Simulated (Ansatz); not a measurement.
Program: Ansatz. Geometries: PBE0-D4/def2-TZVP. ΔE: electronic, gas phase. CCSD(T)/CBS adds triple-zeta CCSD(T) − MP2 to the extrapolated MP2 energy (def2 sets, frozen cores). This one scheme is used for every species. Functionals use def2-TZVPP. B3LYP here is the variant with VWN-RPA as its local correlation; programs differ in this. def2 core potentials past Kr. For Te outer-core shells are correlated without core-valence functions, which leaves a few kJ/mol of doubt a bond. One conformer a species, not always the lowest.

Reaction (formal exchange of groups at a B–Te bond): `OB(O)[Te]C(F)(F)F` + `CCl` → `OB(O)Cl` + `C[Te]C(F)(F)F`

(1) Is it downhill or uphill in electronic energy at CCSD(T)/CBS, and by how much? (An estimate is asked.)

(2) What do these levels give: r2SCAN-D4, PBE0-D4, B3LYP-D4, ωB97X-V, ωB97M-V, B2PLYP, r2SCAN, PBE0, HF/def2-TZVPP, HF/def2-QZVPP, SCS-MP2/def2-QZVPP, CCSD/CBS(def2)? (Best estimate.)

Largest T1 diagnostic among the species: 0.013.

## Answers

(1) The calculation gave: Downhill: ΔE = -18.4 kcal/mol.

(2) Computed: r2SCAN-D4 -18.3, PBE0-D4 -17.4, B3LYP-D4 -17.5, ωB97X-V -17.7, ωB97M-V -18.3, B2PLYP -18.4, r2SCAN -18.4, PBE0 -17.8, HF/def2-TZVPP -19.6, HF/def2-QZVPP -19.7, SCS-MP2/def2-QZVPP -18.9, CCSD/CBS(def2) -18.8 kcal/mol.
